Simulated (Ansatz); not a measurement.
## Worked example: a bond strength in InNH2F2 (SMILES [NH2][In]([F])[F])

The species is InNH2F2 (6 atoms), meant as a singlet with charge 0. As SMILES, `[NH2][In]([F])[F]`. Geometry: optimised at r2SCAN/def2-SVP.

```xyz
6

N    -0.2494    1.1735   -0.3057
In    0.2675   -0.7538    0.0392
F     1.8827   -1.2833    1.0001
F    -0.6316   -2.2775   -0.7868
H     0.0266    1.7917    0.4585
H    -1.2537    1.2854   -0.4514
```

Wanted: the dissociation energy of the F4–In2 bond into doublet F and doublet InNH2F (shapes relaxed at r2SCAN/def2-SVP, no zero-point term). 1 Eh = 2625.50 kJ/mol = 27.2114 eV. Totals in Eh; open shells run unrestricted unless said.

```
                              level  program      InNH2F2   doublet F  doublet InNH2F
      PBE/def2-SVP (core potential)   Ansatz  -445.365860  -99.539757     -345.656219
CAM-B3LYP/def2-SVP (core potential)   Ansatz  -445.522592  -99.616557     -345.737127
  wB97M-V/def2-SVP (core potential)   Ansatz  -445.490182  -99.614309     -345.703669
```

Q: Work out the dissociation energy at each level.

A: 
1. PBE/def2-SVP (core potential): (-99.539757) + (-345.656219) − (-445.365860) = 0.169884 Eh = 446.0 kJ/mol = 4.62 eV.
2. CAM-B3LYP/def2-SVP (core potential): (-99.616557) + (-345.737127) − (-445.522592) = 0.168908 Eh = 443.5 kJ/mol = 4.60 eV.
3. wB97M-V/def2-SVP (core potential): (-99.614309) + (-345.703669) − (-445.490182) = 0.172204 Eh = 452.1 kJ/mol = 4.69 eV.

The levels span 443 to 452 kJ/mol; no measured value is set beside them. A bond enthalpy at 298 K also holds the loss of zero-point energy and thermal terms.
